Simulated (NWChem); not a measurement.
System: SiNH3Cl2; SMILES N[SiH](Cl)Cl

```xyz
7

Si     0.3041     0.4375    -0.0057
N      1.8863    -0.1791     0.1287
Cl    -0.8036    -0.3412    -1.5743
Cl    -0.7033    -0.0493     1.7206
H      0.3535     1.9031    -0.1997
H      2.6101     0.1365    -0.5078
H      2.0474    -1.1300     0.4423
```
Atoms are numbered in this order, from 1.

Results from NWChem. Coordinates come from a PBE0/def2-SVP optimisation. Vzz is the largest principal value of the second derivative of the potential at the nucleus (NWChem prints the opposite sign); η is the asymmetry. Non-relativistic.

Task: Order these runs by computing time, cheapest first, and give rough ratios: CAM-B3LYP/def2-SVP; CAM-B3LYP/cc-pVTZ; Hartree-Fock/def2-SVP.

Result: Hartree-Fock/def2-SVP (1), CAM-B3LYP/def2-SVP (5), CAM-B3LYP/cc-pVTZ (90). Ratios are rough, from one shared machine; the cheapest took about 4 core-seconds (a rough figure). What differs between the cheapest and the dearest: Vzz N2 (a.u.) -0.973 → -0.905; η N2 0.31 → 0.28; Vzz Cl3 (a.u.) 1.889 → 1.931.
